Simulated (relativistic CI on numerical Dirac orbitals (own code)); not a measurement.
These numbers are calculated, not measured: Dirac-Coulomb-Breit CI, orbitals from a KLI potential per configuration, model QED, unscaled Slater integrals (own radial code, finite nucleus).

The strongest absorption lines from the ground level of an ion, among the configurations computed and to levels below about 244 eV (vacuum wavelength in nm, gf): 9.5197 (0.11), 9.7780 (2.8), 9.8200 (1.7), 10.069 (0.22), 10.184 (0.95), 10.535 (0.13), 12.721 (0.033), 17.718 (0.091).

(1) Which ion is it?
A. Kr17+
B. Kr19+
C. Zr23+
D. Se17+

## Answers

(1) B. Kr19+ has 17 electrons and the ground level 3s²3p⁵ ²P°3/2; the strongest line goes to 3s²3p⁴3d ²D5/2. The pattern of lines fixes the number of electrons, and along that sequence the line energies rise steadily with the charge (about as its square where n changes within one kind of shell, about linearly where n is kept but much faster in heavy ions where fine structure, which grows about as Z⁴, sets the gap, and irregularly where shells cross), which fixes Z. Configurations outside the model, such as inner-shell arrays, can give stronger lines. At this charge energies of transitions that change n are usually good to better than 1 %, and those within a shell (Δn = 0) to a few per cent.

LS names give the leading component of a level, which can be under half, so a name can repeat, a term be missing and a line seem to break the LS rules.
